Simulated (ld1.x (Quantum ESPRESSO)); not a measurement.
# An all-electron radial function and its pseudo partner (thulium)

Columns: radius, all-electron u(r) and pseudo u(r) of the 5d shell (level -0.95 eV) of thulium in the configuration [Kr] 4d10 4f13 5s2 5p6 5d0 6s2 6p0; LDA (PZ), scalar-relativistic, TM semilocal scheme, ld1.x (Quantum ESPRESSO) 7.5.

```tsv
r (bohr)	all-electron	pseudo
0.170	0.0972	0.0018
0.340	-0.1514	0.0140
0.510	-0.1717	0.0442
0.680	-0.0354	0.0955
0.850	0.1237	0.1657
1.020	0.2569	0.2474
1.190	0.3556	0.3307
1.360	0.4240	0.4057
1.530	0.4689	0.4651
1.700	0.4966	0.5057
1.870	0.5117	0.5280
2.040	0.5179	0.5354
2.210	0.5179	0.5325
2.380	0.5136	0.5235
2.550	0.5063	0.5118
2.720	0.4970	0.4993
2.890	0.4862	0.4869
3.060	0.4746	0.4747
3.230	0.4623	0.4623
3.400	0.4496	0.4496
3.570	0.4366	0.4366
3.740	0.4235	0.4235
3.910	0.4102	0.4102
4.080	0.3969	0.3969
4.250	0.3836	0.3836
4.420	0.3704	0.3704
```

(1) How many radial nodes do the two functions have?

(2) At about which radius was the pseudo-wave matched?

(3) Is the pseudo-wave norm-conserving?

Answers

(1) The all-electron 5d function has n − l − 1 = 2; the pseudo-wave has 0, since the states of the same l below it are removed with the core.

(2) 3.40 bohr. The columns agree to 0.0005 from 3.06 bohr on; several derivatives are matched, so the curves merge somewhat inside the radius.

(3) Yes: the TM semilocal scheme keeps the norm inside the radius equal to the all-electron one, which fixes the energy derivative of the logarithmic derivative at the level.
